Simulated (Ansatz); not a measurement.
`O=[CH][InH2]` + `C=N` → `C=[N][InH2]` + `C=O` at 600 K and 1 bar (ligand exchange at the In–C bond).

Computed with Ansatz on PBE0-D4/def2-TZVP structures; ΔE is electronic, products minus reactants. CBS: MP2 limit from def2 TZ/QZ plus the TZ coupled-cluster correction, frozen cores. This one scheme is used for every species. Elements past krypton have def2 core potentials. For In outer-core shells are correlated without core-valence functions, which leaves a few kJ/mol of doubt a bond.

| species | CCSD(T)/CBS energy (Eh) | H − E (kJ/mol) | S (J/(mol·K)) |
| --- | --- | --- | --- |
| `O=[CH][InH2]` | -304.76964 | 117.1 | 373.2 |
| `C=N` | -94.52360 | 129.6 | 259.4 |
| `C=[N][InH2]` | -284.90922 | 151.3 | 375.4 |
| `C=O` | -114.39408 | 92.5 | 246.7 |

H − E and S are ideal-gas, rigid-rotor, harmonic terms from PBE0-D4/def2-TZVP. 1 Eh = 2625.50 kJ/mol, R = 8.31446 J/(mol·K).

Question: By hand: ΔE, ΔH, ΔS and ΔG.

Answer: ΔE = (-284.90922) + (-114.39408) − (-304.76964) − (-94.52360) = -0.01006 Eh = -26.4 kJ/mol. Δ(H − E) = 151.3 + 92.5 − 117.1 − 129.6 = -2.9, so ΔH = -29.3 kJ/mol. ΔS = 375.4 + 246.7 − 373.2 − 259.4 = -10.5 J/(mol·K). ΔG = -29.3 − 600 × (-10.5)/1000 = -23.0 kJ/mol.

Question: By hand: the equilibrium constant, and the temperature at which ΔG would vanish if ΔH and ΔS stayed fixed.

Answer: log₁₀ K = −ΔG/(RT ln 10) = 2.0. ΔG = 0 at ΔH/ΔS = 2790 K, far beyond where these terms or the molecules hold.

The number of gas molecules stays the same, so ΔS is small and ΔH decides. A doubt of 5 kJ/mol in ΔE shifts log₁₀ K by 0.4 here. These are equilibria of isolated gas molecules and say nothing of rates. Largest T1 diagnostic: 0.017 (customary marks: 0.02 for closed shells, 0.045 for open ones).
